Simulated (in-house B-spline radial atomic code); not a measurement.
Orbital energies and mean radii along the 6-electron series, configuration 1s2 2s2 2p1/2(2). The effective charge is n√(-2ε), a non-relativistic measure. Computed with a B-spline radial code for spherical atoms: Dirac-Hartree-Fock, jj configuration that fills j = l - 1/2 first, finite nuclei.

```json
{"ion": "Os70+", "Z": "76", "energy of 2s1/2 (Eh)": "-732.48", "mean radius of 2s1/2 (bohr)": "0.071832", "energy of 2p1/2 (Eh)": "-722.04", "mean radius of 2p1/2 (bohr)": "0.05896", "energy of 1s1/2 (Eh)": "-3021.56", "mean radius of 1s1/2 (bohr)": "0.017679", "effective charge of 2s1/2": "76.55"}
{"ion": "Ir71+", "Z": "77", "energy of 2s1/2 (Eh)": "-755.25", "mean radius of 2s1/2 (bohr)": "0.070605", "energy of 2p1/2 (Eh)": "-744.57", "mean radius of 2p1/2 (bohr)": "0.057898", "energy of 1s1/2 (Eh)": "-3111.26", "mean radius of 1s1/2 (bohr)": "0.017385", "effective charge of 2s1/2": "77.73"}
{"ion": "Pt72+", "Z": "78", "energy of 2s1/2 (Eh)": "-778.49", "mean radius of 2s1/2 (bohr)": "0.069407", "energy of 2p1/2 (Eh)": "-767.57", "mean radius of 2p1/2 (bohr)": "0.056859", "energy of 1s1/2 (Eh)": "-3202.66", "mean radius of 1s1/2 (bohr)": "0.017097", "effective charge of 2s1/2": "78.917"}
{"ion": "Au73+", "Z": "79", "energy of 2s1/2 (Eh)": "-802.22", "mean radius of 2s1/2 (bohr)": "0.068235", "energy of 2p1/2 (Eh)": "-791.05", "mean radius of 2p1/2 (bohr)": "0.055843", "energy of 1s1/2 (Eh)": "-3295.81", "mean radius of 1s1/2 (bohr)": "0.016816", "effective charge of 2s1/2": "80.111"}
{"ion": "Hg74+", "Z": "80", "energy of 2s1/2 (Eh)": "-826.43", "mean radius of 2s1/2 (bohr)": "0.067088", "energy of 2p1/2 (Eh)": "-815.01", "mean radius of 2p1/2 (bohr)": "0.054849", "energy of 1s1/2 (Eh)": "-3390.73", "mean radius of 1s1/2 (bohr)": "0.01654", "effective charge of 2s1/2": "81.311"}
{"ion": "Tl75+", "Z": "81", "energy of 2s1/2 (Eh)": "?", "mean radius of 2s1/2 (bohr)": "?", "energy of 2p1/2 (Eh)": "?", "mean radius of 2p1/2 (bohr)": "?", "energy of 1s1/2 (Eh)": "?", "mean radius of 1s1/2 (bohr)": "?", "effective charge of 2s1/2": "?"}
{"ion": "Pb76+", "Z": "82", "energy of 2s1/2 (Eh)": "?", "mean radius of 2s1/2 (bohr)": "?", "energy of 2p1/2 (Eh)": "?", "mean radius of 2p1/2 (bohr)": "?", "energy of 1s1/2 (Eh)": "?", "mean radius of 1s1/2 (bohr)": "?", "effective charge of 2s1/2": "?"}
{"ion": "Bi77+", "Z": "83", "energy of 2s1/2 (Eh)": "-902.16", "mean radius of 2s1/2 (bohr)": "0.063791", "energy of 2p1/2 (Eh)": "-889.95", "mean radius of 2p1/2 (bohr)": "0.051986", "energy of 1s1/2 (Eh)": "-3686.5", "mean radius of 1s1/2 (bohr)": "0.015747", "effective charge of 2s1/2": "84.955"}
```

Q: Fill in the row of Tl75+.

A: energy of 2s1/2 (Eh): -851.16; mean radius of 2s1/2 (bohr): 0.065966; energy of 2p1/2 (Eh): -839.48; mean radius of 2p1/2 (bohr): 0.053875; energy of 1s1/2 (Eh): -3487.47; mean radius of 1s1/2 (bohr): 0.01627; effective charge of 2s1/2: 82.518.

Q: Fill in the row of Pb76+.

A: energy of 2s1/2 (Eh): -876.4; mean radius of 2s1/2 (bohr): 0.064867; energy of 2p1/2 (Eh): -864.45; mean radius of 2p1/2 (bohr): 0.052921; energy of 1s1/2 (Eh): -3586.04; mean radius of 1s1/2 (bohr): 0.016006; effective charge of 2s1/2: 83.733.

Q: How does the screening of 2s1/2 change?

A: Z less the effective charge goes from -0.55 at Z = 76 to -1.95 at Z = 83.
